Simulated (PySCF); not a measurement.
SnBr4, SMILES [Br][Sn]([Br])([Br])[Br]. Heavy atoms are numbered as in [Br:1][Sn:2]([Br:3])([Br:4])[Br:5].

Geometry optimised at B3LYP-D3(BJ)/def2-SVP. The isomer is the one that the SMILES or the coordinates give; other isomers of the formula were not compared. The def2 effective core potentials stand for the cores of Sn; spin–orbit coupling is left out.

All values below come from PBE/def2-TZVP in PySCF.

ESP charges are fitted to the potential on shells at 1.4 to 2.0 van der Waals radii. Atomic charges (e), one atom of each kind:

```csv
atom,Mulliken,ESP fit
Br1,-0.23,0.01
Sn2,0.92,-0.06
```
